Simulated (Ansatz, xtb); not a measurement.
Ranking isomers of C4H7F2N

10 gas-phase structures of C4H7F2N, from a drawn sample of its isomers (lower ones may exist). Each was relaxed with GFN2-xTB; where two conformers were screened, the lower at r2SCAN-D4/def2-SVP is listed:

A. `N[C@@H]1CCC1(F)F`, a singlet
B. `FC(F)CN1CC1`, a singlet
C. `N[C@@H]1[C@H](F)C[C@@H]1F`, a singlet
D. `FC(F)C1CNC1`, a singlet
E. `FC[C@@H]1NC[C@@H]1F`, a singlet
F. `[H]/N=C(\C)CC(F)F`, a singlet
G. `CN(C)C=C(F)F`, a singlet
H. `FC(F)[C@@H]1CCN1`, a singlet
I. `FC(F)C[C@@H]1CN1`, a singlet
J. `[H]/N=C(/C)CC(F)F`, a singlet

Which do you expect lowest at r2SCAN-D4/def2-SVP, and how would the others follow?

Calculated order at r2SCAN-D4/def2-SVP: F (0.0), J (7.5), A (33.0), H (74.8), D (78.8), I (79.7), C (86.0), B (104.6), G (105.0), E (116.0) kJ/mol. Less than 1 kcal/mol parts H and D; D and I; B and G, so the order within those pairs means little.

Energies above the lowest of each column, in kJ/mol; the last columns are at PBE-D3(BJ)/def2-SVP geometries and were run for some of them only (a dash: not run or not comparable):

```tsv
structure	GFN2-xTB	HF/STO-3G	r2SCAN-D4/def2-SVP	PBE-D3(BJ)/def2-SVP	CCSD(T)/def2-SVP + ΔMP2/def2-TZVPP
F	5.3	57.6	0.0	0.0	0.0
J	7.8	62.5	7.5	–	–
A	0.0	0.0	33.0	27.7	40.9
H	17.4	28.7	74.8	67.8	77.7
D	19.3	32.0	78.8	73.7	–
I	31.3	98.0	79.7	77.6	–
C	28.8	44.0	86.0	–	–
B	22.4	106.7	104.6	–	–
G	21.1	109.3	105.0	–	–
E	24.2	53.7	116.0	–	–
```

CCSD(T)/def2-SVP + ΔMP2/def2-TZVPP puts F lowest of those it was run on; GFN2-xTB picks A, HF/STO-3G picks A. Flexible structures stand in one conformer each, not always the lowest. Frequencies (GFN2-xTB) were run for A, F, H alone. ΔMP2 is the change of the MP2 energy from the smaller to the larger basis.

Over these structures GFN2-xTB departs from r2SCAN-D4/def2-SVP by 25.5 kJ/mol on average once a common shift is removed. A GFN2-xTB relaxation took about 0.054 s and the r2SCAN-D4/def2-SVP energy about 1.5 s on a shared host (Ansatz 0.2.0, xtb 6.7.1).
